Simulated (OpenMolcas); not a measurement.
V2+: effect of the basis set

| Property | Result |
| --- | --- |
| Program | OpenMolcas |
| Method | RASSCF |
| Active space | 9 electrons in 8 orbitals (RAS1 3p, at most 2 holes; RAS2 3d) |
| State averaging | 2S+1 = 4 even, 10 roots; 2S+1 = 2 even, 40 roots |
| Spin-orbit coupling | RASSI with atomic mean-field integrals over the reference wave functions, term energies averaged over their components |

A. ANO-RCC-VTZP [6s5p3d2f1g], DKH2, point nucleus; cost about 30 core-seconds
B. ANO-R2 [6s4p4d2f1g], X2C, finite nucleus; cost of the order of 23 core-seconds
C. ANO-RCC-VQZP [7s6p4d3f2g1h], DKH2, point nucleus; cost of the order of 40 core-seconds

Energies in cm⁻¹ above 3d³ ⁴F_3/2, the measured ground level; measured values from Sugar and Corliss, J. Phys. Chem. Ref. Data 7, 1191 (1978).

| Level | A | B | C | Measured |
| --- | --- | --- | --- | --- |
| 3d³ ⁴F_3/2 | 0.0 | 0.0 | 0.0 | 0.0 |
| 3d³ ⁴F_5/2 | 164 | 160 | 163 | 146 |
| 3d³ ⁴F_7/2 | 388 | 380 | 387 | 342 |
| 3d³ ⁴F_9/2 | 671 | 656 | 669 | 584 |
| 3d³ ⁴P_1/2 | 13980 | 13982 | 13992 | 11514 |
| 3d³ ⁴P_3/2 | 14055 | 14056 | 14066 | 11592 |
| 3d³ ⁴P_5/2 | 14247 | 14244 | 14258 | 11770 |
| 3d³ ²G_7/2 | 15176 | 15183 | 15187 | 11966 |
| 3d³ ²G_9/2 | 15420 | 15423 | 15431 | 12187 |
| 3d³ ²P_1/2 | 17899 | 17898 | 17908 | 15580 |
| 3d³ ²P_3/2 | 17993 | 17992 | 18002 | 15550 |
| 3d³ ²D_3/2(1) | 19398 | 19393 | 19406 | 16330 |
| 3d³ ²D_5/2(1) | 19603 | 19596 | 19610 | 16375 |
| 3d³ ²H_9/2 | 21268 | 21264 | 21273 | 16811 |
| 3d³ ²H_11/2 | 21458 | 21451 | 21463 | 16978 |
| 3d³ ²F_7/2 | 33848 | 33818 | 33841 | 27728 |
| 3d³ ²F_5/2 | 33952 | 33920 | 33946 | 27847 |
| 3d³ ²D_5/2(2) | 50066 | 50003 | 50041 | 42267 |
| 3d³ ²D_3/2(2) | 50208 | 50142 | 50183 | 42371 |

Deviations, from unrounded energies. A percentage is the sum of absolute deviations over the sum of measured energies, with the sign that they share, or ± where signs differ.

| Against measurement | Levels | A | B | C |
| --- | --- | --- | --- | --- |
| mean absolute deviation (cm-1) | 18 | 3400 | 3400 | 3400 |
| fine structure of the ground term (%) | 3 | +14.2 | +11.6 | +13.8 |
| other terms of the ground configuration (%) | 15 | +20.8 | +20.7 | +20.8 |

A, B, C lie about equally close to measurement. The largest miss of B in the table is 3d³ ²D_3/2(2), by +7800 cm-1. The ranking rests on the paired levels alone, and a cruder setting can come out closer through cancelling errors.

Among A to C the level of the table that moves most is 3d³ ²D_3/2(2), by 66 cm-1 (lowest in B, highest in A).

Without dynamic correlation excited terms often stand tens of per cent too high (terms of higher spin than the ground term too low), and those without a measured partner can miss by more than the paired ones. Some levels mix across a computed gap that differs much from the measured one, so their mixing is not that of the real levels. Active for correlation alone: 3p; no level in the range computed is led by a configuration that opens it, so any true level of that kind is missing. Measured partners are found by configuration, term and J. A level has none where our copy of the source lacks it or the pairing is in doubt (some pairs that miss far off the trend of their configuration count as doubtful), and it then counts in no deviation. Only configurations of the active space appear.

A number in round brackets counts repeated terms of one configuration in the order of the reference energies.
